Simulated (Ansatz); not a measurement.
Consider the substitution at a C–O bond: `CC(C)[O][Ge][Cl]` + `NB(O)F` → `CC(C)OB(N)F` + `[OH][Ge][Cl]`.

Program: Ansatz. Geometries: PBE0-D4/def2-TZVP. ΔE: electronic, gas phase. CCSD(T)/CBS is the MP2 limit (def2-TZVPP, def2-QZVPP) plus CCSD(T) − MP2 in def2-TZVPP, frozen cores. DFT in def2-TZVPP. For Ge outer-core shells are correlated without core-valence functions, which leaves a few kJ/mol of doubt a bond. Scalar relativity is left out up to krypton. Each species was taken in one conformer, which may not be the lowest.

Q: Is it downhill or uphill in electronic energy at CCSD(T)/CBS, and by how much? (An estimate is asked.)

A: Computed: Downhill: ΔE = -2.7 kcal/mol.

Q: What do these levels give: ωB97X-V, B2PLYP, PBE, HF/def2-TZVPP, HF/def2-QZVPP, MP2/CBS(def2)? (An estimate is asked.)

A: Computed: ωB97X-V -3.7, B2PLYP -3.3, PBE -3.4, HF/def2-TZVPP -5.1, HF/def2-QZVPP -5.1, MP2/CBS(def2) -2.1 kcal/mol.

Largest T1 diagnostic among the species: 0.014.

The D4 term adds +1.9 kcal/mol with B3LYP and +1.0 kcal/mol with PBE0; it sums over pairs of atoms, weighted by their polarisabilities, and B3LYP, whose exchange is more repulsive, gets the larger term. In def2-TZVPP, CCSD(T) changes the Hartree–Fock value by +2.4 kcal/mol (the triples alone add +0.6 kcal/mol) and MP2 by +2.9 kcal/mol.

B3LYP here is the variant with VWN-RPA as its local correlation; programs differ in this.
